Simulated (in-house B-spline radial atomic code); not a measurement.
Computed with a B-spline radial atomic code. Model: two electrons, singlet ground state, non-relativistic, full CI in B-splines with partial waves to l = 8 (at full coupling up to 3e-4 hartree above the limit, correlation up to 0.6 % small), density held at that of full coupling by Lieb maximisation.

W(λ) is the mean repulsion in the state of coupling λ less the Hartree energy of the fixed density. Its start is exact exchange, its initial slope is twice the second-order Görling-Levy correlation energy, and its area from 0 to 1 is E_xc. A straight curve means weak, dynamic correlation, and a curve that drops fast and flattens means strong correlation.

Command:
```bash
python run_ac.py task.json out
```
Settings (lengths in bohr, energies in hartree):
```
potential              yukawa
strength               3.72
lmax                   8
second                 1.31
```

Time taken, with all properties: 19 s on 1 thread of Intel(R) Xeon(R) Processor @ 2.30GHz, with other jobs on the host.

**W = mean repulsion less Hartree energy, and W of three functionals.**

Given: confinement screened point charge; nuclear charge 3.72; screening of the nucleus 1.31 1/bohr; external potential -Z exp(-k r)/r.

Computed: LDA exchange minus exact 252.92 millihartree; SCAN exchange minus exact -12.954 millihartree.

```csv
coupling,W xc (hartree),W xc minus exchange (millihartree),kinetic minus Kohn-Sham (millihartree),LDA (PW92) W minus its exchange (millihartree),PBE W minus its exchange (millihartree),SCAN W minus its exchange (millihartree)
0,-1.8578,0,0,0,0,0
0.02,-1.8597,-1.956,0,-13.27,-1.72,-1.82
0.05,?,?,?,?,?,?
0.12,-1.8693,-11.588,0.7,-54.14,-10.45,-10.63
0.25,-1.8815,-23.757,2.9,-92.38,-21.84,-21.58
0.4,-1.8951,-37.324,7.3,-127.95,-34.82,-33.64
0.6,?,?,?,?,?,?
0.8,-1.929,-71.204,27.6,-201.26,-68,-63.36
1,-1.9447,-86.992,41.8,-231.03,-83.7,-77.11
1.4,-1.9743,-116.5,77.1,-282.15,-113.34,-102.74
2,-2.014,-156.21,144.3,-344.68,-153.71,-137.27
3,-2.0701,-212.39,283.9,-425.84,-211.8,-186.62
4.5,-2.1368,-279.03,531.5,-516.19,-282.53,-246.6
7,-2.2167,-358.99,984.8,-621.8,-371.34,-321.68
10,-2.282,-424.25,1533.3,-709.29,-448.57,-386.17
```

Q: What belongs in the row 0.05?

A: W xc (hartree): -1.8626; W xc minus exchange (millihartree): -4.871; kinetic minus Kohn-Sham (millihartree): 0.1; LDA (PW92) W minus its exchange (millihartree): -27.66; PBE W minus its exchange (millihartree): -4.32; SCAN W minus its exchange (millihartree): -4.51.

Q: What belongs in the row 0.6?

A: W xc (hartree): -1.9124; W xc minus exchange (millihartree): -54.665; kinetic minus Kohn-Sham (millihartree): 16; LDA (PW92) W minus its exchange (millihartree): -167.49; PBE W minus its exchange (millihartree): -51.7; SCAN W minus its exchange (millihartree): -48.9.

Q: What is the PBE exchange minus exact?

A: 14.619 millihartree.

**Energy parts, natural occupations and partial-wave weights.**

Computed: exchange energy -1.8578 hartree; correlation energy -0.045232 hartree; kinetic part of the DFT correlation energy 0.04176 hartree; kinetic part over minus potential part 0.48005; Hartree energy 3.7155 hartree; Kohn-Sham kinetic 9.6007 hartree; Lieb Oxford ratio E_xc over LDA exchange 1.1858.

```json
{"natural": "s", "occupation of the shell (electrons)": "1.9941"}
{"natural": "s", "occupation of the shell (electrons)": "0.0029613"}
{"natural": "p", "occupation of the shell (electrons)": "?"}
{"natural": "d", "occupation of the shell (electrons)": "0.00012574"}
{"natural": "p", "occupation of the shell (electrons)": "0.00010674"}
{"natural": "s", "occupation of the shell (electrons)": "6.503e-05"}
```

Q: What belongs in the row p?

A: occupation of the shell (electrons): 0.002531.

```csv
wave,weight
s,0.99859
p,0.0013247
d,?
f,1.0336e-05
g,2.4207e-06
```

Q: What belongs in the row d?

A: weight: 7.1562e-05.

Q: What is the total energy?

A: -4.2886 hartree.

Q: What is the initial slope twice GL2?

A: -0.098032 hartree.

Half-way to full coupling W has made 53 % of its drop, against 50 % for a straight line, and second-order (GL2) theory, half the initial slope, overshoots the correlation energy by about 8 %: a moderate bend, as in light atoms. Over couplings 0 to 1 the errors in E_xc come to about +159 millihartree for LDA, +17 millihartree for PBE, -8.2 millihartree for SCAN, so SCAN is nearest. In LDA and SCAN the errors of exchange and correlation have opposite signs, so the sum is smaller than the larger of the two.
